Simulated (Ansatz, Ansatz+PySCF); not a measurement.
```xyz
2

O     0.0000    0.0000   -0.1248
H     0.0000    0.0000    0.9981
```

Basis set: 6-31G (spherical functions). Left uncorrelated: 1 orbital. Charge 0, multiplicity 2.

Computed with Ansatz (development build ahead of 0.2.0); each method stands on the lowest determinant of its kind that the runs found.

Problem. Give the atomization energy at this shape (free ground-state atoms in the same class of orbitals less the molecule, no zero-point energy) of doublet OH by PBE0 (unrestricted), UHF-CCSD(T), UHF-MP2, UHF.

Solution.

```
             method  atomization energy
PBE0 (unrestricted)        355.4 kJ/mol
        UHF-CCSD(T)        306.7 kJ/mol
            UHF-MP2        296.3 kJ/mol
                UHF        179.9 kJ/mol
```

Caution: the shape is not the minimum.

This basis has no polarisation functions and is too small for such energies, which can lie far from measured ones in either direction.
